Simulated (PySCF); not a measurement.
SMILES C=Cc1cccc(N)c1, singlet, GFN2-xTB optimised geometry.

```
18

C     -2.64    -1.92    -0.12
C     -1.33    -1.72     0.00
C     -0.64    -0.44     0.00
C     -1.30     0.78     0.01
C     -0.59     1.97     0.02
C      0.80     1.96     0.01
C      1.49     0.74     0.00
N      2.87     0.72    -0.08
C      0.76    -0.44     0.00
H     -3.06    -2.91    -0.11
H     -3.34    -1.11    -0.22
H     -0.68    -2.59     0.09
H     -2.38     0.82     0.02
H     -1.11     2.91     0.03
H      1.35     2.88     0.01
H      3.31    -0.14     0.21
H      3.34     1.56     0.22
H      1.29    -1.38    -0.01
```

Density from B3LYP/def2-SVP (PySCF) at that geometry.

Minimum of the electron density along straight lines between bonded atoms, close to the bond critical point (lines longer than 1.1 times the sum of covalent radii, or with two minima, are not listed):

```json
[
 {"bond": "C1–C2", "length / Å": "1.327", "ρ at the minimum / e bohr⁻³": "0.345", "∇²ρ there / e bohr⁻⁵": "-0.94", "position (fraction from the first atom)": "0.50"},
 {"bond": "C2–C3", "length / Å": "1.459", "ρ at the minimum / e bohr⁻³": "0.277", "∇²ρ there / e bohr⁻⁵": "-0.68", "position (fraction from the first atom)": "0.50"},
 {"bond": "C3–C4", "length / Å": "1.396", "ρ at the minimum / e bohr⁻³": "0.307", "∇²ρ there / e bohr⁻⁵": "-0.78", "position (fraction from the first atom)": "0.51"},
 {"bond": "C4–C5", "length / Å": "1.382", "ρ at the minimum / e bohr⁻³": "0.315", "∇²ρ there / e bohr⁻⁵": "-0.81", "position (fraction from the first atom)": "0.50"},
 {"bond": "C5–C6", "length / Å": "1.382", "ρ at the minimum / e bohr⁻³": "0.314", "∇²ρ there / e bohr⁻⁵": "-0.81", "position (fraction from the first atom)": "0.50"},
 {"bond": "C6–C7", "length / Å": "1.395", "ρ at the minimum / e bohr⁻³": "0.310", "∇²ρ there / e bohr⁻⁵": "-0.80", "position (fraction from the first atom)": "0.49"},
 {"bond": "C7–N8", "length / Å": "1.382", "ρ at the minimum / e bohr⁻³": "0.307", "∇²ρ there / e bohr⁻⁵": "-0.96", "position (fraction from the first atom)": "0.36"},
 {"bond": "C3–C9", "length / Å": "1.392", "ρ at the minimum / e bohr⁻³": "0.310", "∇²ρ there / e bohr⁻⁵": "-0.78", "position (fraction from the first atom)": "0.50"},
 {"bond": "C7–C9", "length / Å": "1.392", "ρ at the minimum / e bohr⁻³": "0.311", "∇²ρ there / e bohr⁻⁵": "-0.80", "position (fraction from the first atom)": "0.51"},
 {"bond": "C1–H10", "length / Å": "1.077", "ρ at the minimum / e bohr⁻³": "0.284", "∇²ρ there / e bohr⁻⁵": "-1.09", "position (fraction from the first atom)": "0.63"},
 {"bond": "C1–H11", "length / Å": "1.076", "ρ at the minimum / e bohr⁻³": "0.284", "∇²ρ there / e bohr⁻⁵": "-1.09", "position (fraction from the first atom)": "0.63"},
 {"bond": "C2–H12", "length / Å": "1.084", "ρ at the minimum / e bohr⁻³": "0.282", "∇²ρ there / e bohr⁻⁵": "-1.06", "position (fraction from the first atom)": "0.63"},
 {"bond": "C4–H13", "length / Å": "1.078", "ρ at the minimum / e bohr⁻³": "0.284", "∇²ρ there / e bohr⁻⁵": "-1.07", "position (fraction from the first atom)": "0.62"},
 {"bond": "C5–H14", "length / Å": "1.081", "ρ at the minimum / e bohr⁻³": "0.284", "∇²ρ there / e bohr⁻⁵": "-1.08", "position (fraction from the first atom)": "0.63"},
 {"bond": "C6–H15", "length / Å": "1.081", "ρ at the minimum / e bohr⁻³": "0.281", "∇²ρ there / e bohr⁻⁵": "-1.04", "position (fraction from the first atom)": "0.62"},
 {"bond": "N8–H16", "length / Å": "1.007", "ρ at the minimum / e bohr⁻³": "0.337", "∇²ρ there / e bohr⁻⁵": "-1.58", "position (fraction from the first atom)": "0.76"},
 {"bond": "N8–H17", "length / Å": "1.007", "ρ at the minimum / e bohr⁻³": "0.337", "∇²ρ there / e bohr⁻⁵": "-1.58", "position (fraction from the first atom)": "0.76"},
 {"bond": "C9–H18", "length / Å": "1.082", "ρ at the minimum / e bohr⁻³": "0.280", "∇²ρ there / e bohr⁻⁵": "-1.03", "position (fraction from the first atom)": "0.62"}
]
```
